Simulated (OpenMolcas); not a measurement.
# Tm3+ in a ligand field

Tm3+ with 2 ligands (fluoride) in linear coordination (D∞h) at 1.93 Å. Ligand basis ANO-RCC-VDZP.

| Item | Value |
| --- | --- |
| Program | OpenMolcas 26.06 |
| Method | CASSCF |
| Basis | ANO-RCC-VDZP [7s6p4d2f1g] |
| Scalar Hamiltonian | DKH2, point nucleus |
| Active space | 12 electrons in 7 orbitals (4f) |
| State averaging | 2S+1 = 3 even, 21 roots; 2S+1 = 1 even, 27 roots kept (CI in the orbitals of an earlier block) |
| Spin-orbit coupling | state interaction with AMFI integrals over the reference wave functions |

The lowest spin-free states (labels by Λ), above the lowest:

```csv
State,Degeneracy,E (cm-1)
3Δ,2,0.0
3Π,2,76.7
3Σ,1,278.4
3Φ,2,650.8
3Γ,2,2129
3H,2,3548
3Φ,2,8376
3Δ,2,9301
1Φ,2,9410
3Π,2,9719
1Σ,1,9982
1Δ,2,10151
1Π,2,10222
3Σ,1,10237
1Γ,2,10984
1Δ,2,27580
1Σ,1,30073
1Π,2,30305
1Σ,1,32164
1Π,2,32326
```

The lowest levels with spin-orbit coupling:

```json
{"E (cm-1)": "0.0", "Degeneracy": "2", "2S+1": "3", "g": "0.00 0.00 4.69"}
{"E (cm-1)": "22.1", "Degeneracy": "2", "2S+1": "3", "g": "0.00 0.00 2.30"}
{"E (cm-1)": "67.9", "Degeneracy": "1", "2S+1": "3", "g": ""}
{"E (cm-1)": "255.1", "Degeneracy": "2", "2S+1": "3", "g": "0.00 0.00 7.12"}
{"E (cm-1)": "990.8", "Degeneracy": "2", "2S+1": "3", "g": "0.00 0.00 9.48"}
{"E (cm-1)": "2259", "Degeneracy": "2", "2S+1": "3", "g": "0.00 0.00 11.74"}
{"E (cm-1)": "3486", "Degeneracy": "2", "2S+1": "3", "g": "0.00 0.00 13.99"}
{"E (cm-1)": "7088", "Degeneracy": "2", "2S+1": "3 (69 %)", "g": "0.00 0.00 6.77"}
{"E (cm-1)": "7722", "Degeneracy": "2", "2S+1": "3 (73 %)", "g": "0.00 0.00 4.71"}
{"E (cm-1)": "7813", "Degeneracy": "2", "2S+1": "3 (71 %)", "g": "0.00 0.00 9.22"}
{"E (cm-1)": "8036", "Degeneracy": "1", "2S+1": "3 (62 %)", "g": ""}
{"E (cm-1)": "8138", "Degeneracy": "2", "2S+1": "3 (64 %)", "g": "0.00 0.00 2.25"}
{"E (cm-1)": "8338", "Degeneracy": "1", "2S+1": "3", "g": ""}
{"E (cm-1)": "8406", "Degeneracy": "2", "2S+1": "3", "g": "0.00 0.00 1.93"}
{"E (cm-1)": "8816", "Degeneracy": "2", "2S+1": "3", "g": "0.00 0.00 3.79"}
{"E (cm-1)": "9418", "Degeneracy": "2", "2S+1": "3", "g": "0.00 0.00 6.01"}
{"E (cm-1)": "10208", "Degeneracy": "2", "2S+1": "3", "g": "0.00 0.00 8.24"}
{"E (cm-1)": "11609", "Degeneracy": "2", "2S+1": "3", "g": "0.00 0.00 10.25"}
{"E (cm-1)": "13755", "Degeneracy": "2", "2S+1": "3", "g": "0.00 0.00 3.62"}
{"E (cm-1)": "13796", "Degeneracy": "2", "2S+1": "3", "g": "0.00 0.00 1.90"}
```

Powder χT (cm3 K/mol): 1.14 at 2 K, 2.79 at 10 K, 5.35 at 50 K, 6.11 at 100 K, 6.54 at 200 K, 6.68 at 300 K. The effective moment at 300 K is 2.828 √(χT) = 7.31 μB.

Hund's rules give f12 the level 3H6 with g = 1.167, so an isolated free-ion multiplet has χT = g² J(J+1) / 8 = 7.146 cm3 K/mol. The computed 6.677 at 300 K differs by -7 %, through the field's splitting, the mixing of terms and any other multiplet in reach.

Stevens parameters of the J = 6 multiplet, which is 3486 cm-1 wide (cm-1, z along the main axis): B20 = 3.379e+01, B40 = 4.476e-02, B60 = -5.668e-04.

Metal share of the active 4f orbitals (Löwdin): 98, 99, 99, 100, 100, 100, 100 %; Mulliken charge of the metal 2.39.

Without dynamic correlation the ligand-field splitting of an f shell can come out too small, at times by half. The first state left out of the spin-orbit step lies near 84000 cm-1 above the lowest spin-free state of the reference (among the parities and spins computed), and the lists stop at four fifths of that energy or lower. No measured value stands beside these numbers; the geometry was imposed, not optimised, and the real ion may take another.

With an even number of electrons the g values are those of a degenerate or nearly degenerate non-Kramers pair.
